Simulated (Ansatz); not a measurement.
C6H10, singlet, at a GFN2-xTB geometry; PBE/def2-TZVPPD run with Ansatz (an electronic-structure program).

Ansatz was given this input:
Ansatz 0.2 input:
```yaml
crystal:
  periodic: [false, false, false]
  atoms:
    - {symbol: C, position_ang: [-2.24283901, 0.54826008, -0.23493929]}
    - {symbol: C, position_ang: [-1.11101415, 0.14476576, 0.33321083]}
    - {symbol: C, position_ang: [0.18372221, 0.05267667, -0.32432787]}
    - {symbol: C, position_ang: [0.24307619, 0.45046839, -1.77327053]}
    - {symbol: C, position_ang: [1.29480586, -0.36198875, 0.29603863]}
    - {symbol: C, position_ang: [1.46947892, -0.80093005, 1.71134196]}
    - {symbol: H, position_ang: [-2.30570100, 0.85297806, -1.26501715]}
    - {symbol: H, position_ang: [-3.16319660, 0.58774516, 0.32317670]}
    - {symbol: H, position_ang: [-1.13786937, -0.14431600, 1.37449621]}
    - {symbol: H, position_ang: [1.25257866, 0.34435746, -2.16201929]}
    - {symbol: H, position_ang: [-0.42341565, -0.17483913, -2.36556654]}
    - {symbol: H, position_ang: [-0.06740628, 1.48723027, -1.89477708]}
    - {symbol: H, position_ang: [2.21289777, -0.39717908, -0.27946721]}
    - {symbol: H, position_ang: [0.55238033, -0.75076356, 2.28881328]}
    - {symbol: H, position_ang: [1.83662685, -1.82781614, 1.73366105]}
    - {symbol: H, position_ang: [2.21972520, -0.17690978, 2.19837784]}
basis:
  gaussian:
    orbitals: def2-TZVPPD.json
hamiltonian:
  xc: pbe
```
The basis file holds def2-TZVPPD in the JSON format of the Basis Set Exchange.

The log (banner, timings and long lists left out):

```
Functional definition: PBE
1634 factors; their error is unknown
mean field evaluation 1: about -6357.6849 eV, gradient 9.1e1 eV
mean field evaluation 2: about -6324.5739 eV, gradient 1.4e2 eV
mean field evaluation 4: about -6376.7066 eV, gradient 2.2e1 eV
mean field evaluation 8: about -6377.8479 eV, gradient 2.3e-1 eV
mean field evaluation 16: about -6377.7809 eV, gradient 1.2e-3 eV
mean field -6377.78086074 eV, -234.3791236172 hartree, gradient 7.7e-5 eV, S^2 0.000000; 0 other end points of the search recorded, 0 dependent functions left out
reference -6377.78091543 eV, -234.3791256269 hartree; 23, 23 occupied and 369, 369 virtual orbitals, 1634 factors
Total energy: -6377.78091543 eV, -234.3791256269 hartree
```
